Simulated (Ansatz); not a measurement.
Consider the ligand exchange at a B–O bond: `OB(F)O[SiH3]` + `[NH2][AlH2]` → `OB(F)[NH][AlH2]` + `O[SiH3]`.

Program: Ansatz. Geometries: PBE0-D4/def2-TZVP. ΔE: electronic, gas phase. CBS: MP2 limit from def2 TZ/QZ plus the TZ coupled-cluster correction, frozen cores. This one scheme is used for every species. DFT in def2-TZVPP. B3LYP here is the variant with VWN-RPA as its local correlation; programs differ in this. One conformer a species, not always the lowest.

**Question.** Is it downhill or uphill in electronic energy at CCSD(T)/CBS, and by how much? (Estimate.)

**Answer.** Ansatz gave: Uphill: ΔE = +0.32 eV.

**Question.** What do these levels give: B97M-V, B3LYP-D4, B2PLYP, PBE-QIDH, BHLYP, MP2/def2-TZVPP? (Estimate.)

**Answer.** Ansatz gave: B97M-V 0.35, B3LYP-D4 0.34, B2PLYP 0.33, PBE-QIDH 0.30, BHLYP 0.35, MP2/def2-TZVPP 0.30 eV.

Largest T1 diagnostic among the species: 0.012.

In def2-TZVPP, CCSD(T) changes the Hartree–Fock value by −0.07 eV (the triples alone add −0.01 eV) and MP2 by −0.09 eV. At CCSD(T), def2-SVP lies +0.08 eV from the extrapolated value and def2-TZVPP −0.00 eV. Leaving LDA and LC-ωPBE aside and taking each functional with its dispersion term where it has one, the values, not all of them listed here, spread over 0.08 eV, from revPBE-D4 to BHLYP-D4.
